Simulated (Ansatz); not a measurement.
CHO2, doublet, geometry from GFN2-xTB. Base run: CAM-B3LYP/6-31G** run with Ansatz (a program for electronic structure).

The Ansatz input:
Ansatz 0.2 input:
```yaml
crystal:
  periodic: [false, false, false]
  atoms:
    - {symbol: O, position_ang: [1.15623491, -0.01312691, 0.00983414]}
    - {symbol: C, position_ang: [-0.02457140, 0.19152173, 0.00045866]}
    - {symbol: O, position_ang: [-1.11548103, -0.30452915, -0.01059486]}
    - {symbol: H, position_ang: [-0.17860263, 1.39211811, 0.00333384]}
basis:
  gaussian:
    orbitals: 6-31G__.json
hamiltonian:
  xc: cam_b3lyp
magnetization: {spin_polarized: true, initial_magnetization: 1}
```
The basis file holds 6-31G** in the JSON format of the Basis Set Exchange.

Each row names what was changed in the base input (with any setting that the change needs).

```tsv
change	E (Eh)	SCF-reference <S^2>
base	-189.00217	0.757
functional = pbe0	-188.87386	0.757
functional = blyp; dispersion = d3bjatm	-189.05927	0.753
functional = pbe0; dispersion = d3bj	-188.87498	0.757
functional = revpbe	-189.03605	0.753
functional = PBE0-DH	-188.84591	0.763
functional = B2GP-PLYP	-188.85370	0.769
functional = lc_wpbe	-188.95028	0.758
functional = b3lyp; dispersion = d4	-189.07812	0.756
functional = b3lyp	-189.07601	0.756
functional = r2scan	-188.98892	0.757
functional = B97M-V	-189.03506	0.754
functional = b3lyp5	-188.99004	0.756
```

Totals shift with the method and basis; they matter in differences.
